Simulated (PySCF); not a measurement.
pyrazine-2-carbonitrile (C5H3N3), SMILES N#Cc1cnccn1.

The structure is a stationary point at PBE0-D3(BJ)/def2-SVP.

All values below come from TDA-PBE/def2-SVPD in PySCF.

Vertical excitations.  State labels are in the subgroup Cs.

```json
[
 {"state": "S1", "symmetry": "A\"", "energy (eV)": "3.27", "λ (nm)": "380", "f": "0.002", "main pairs": "HOMO→LUMO 92 %"},
 {"state": "S2", "symmetry": "A\"", "energy (eV)": "3.75", "λ (nm)": "331", "f": "0.003", "main pairs": "HOMO→LUMO+1 92 %"},
 {"state": "S3", "symmetry": "A\"", "energy (eV)": "4.74", "λ (nm)": "262", "f": "0.000", "main pairs": "HOMO−2→LUMO 90 %"},
 {"state": "S4", "symmetry": "A'", "energy (eV)": "4.98", "λ (nm)": "249", "f": "0.121", "main pairs": "HOMO−1→LUMO 62 %, HOMO−1→LUMO+1 17 %, HOMO−5→LUMO+1 13 %"},
 {"state": "S5", "symmetry": "A\"", "energy (eV)": "5.20", "λ (nm)": "239", "f": "0.000", "main pairs": "HOMO−2→LUMO+1 88 %"},
 {"state": "S6", "symmetry": "A\"", "energy (eV)": "5.44", "λ (nm)": "228", "f": "0.000", "main pairs": "HOMO−3→LUMO 89 %"},
 {"state": "S7", "symmetry": "A\"", "energy (eV)": "5.59", "λ (nm)": "222", "f": "0.002", "main pairs": "HOMO−4→LUMO 87 %"},
 {"state": "S8", "symmetry": "A'", "energy (eV)": "5.69", "λ (nm)": "218", "f": "0.074", "main pairs": "HOMO→LUMO+2 57 %, HOMO−1→LUMO+1 27 %"},
 {"state": "S9", "symmetry": "A'", "energy (eV)": "5.96", "λ (nm)": "208", "f": "0.203", "main pairs": "HOMO→LUMO+2 40 %, HOMO−1→LUMO+1 23 %, HOMO−5→LUMO 16 %, HOMO−1→LUMO 12 %"},
 {"state": "S10", "symmetry": "A\"", "energy (eV)": "5.98", "λ (nm)": "207", "f": "0.000", "main pairs": "HOMO−3→LUMO+1 94 %"},
 {"state": "T1", "symmetry": "A\"", "energy (eV)": "2.78", "λ (nm)": "447", "f": "0", "main pairs": "HOMO→LUMO 98 %"},
 {"state": "T2", "symmetry": "A\"", "energy (eV)": "3.48", "λ (nm)": "356", "f": "0", "main pairs": "HOMO→LUMO+1 98 %"},
 {"state": "T3", "symmetry": "A'", "energy (eV)": "3.68", "λ (nm)": "337", "f": "0", "main pairs": "HOMO−1→LUMO 90 %"},
 {"state": "T4", "symmetry": "A\"", "energy (eV)": "4.15", "λ (nm)": "299", "f": "0", "main pairs": "HOMO−2→LUMO 96 %"}
]
```
Triplets are in the Tamm–Dancoff approximation.
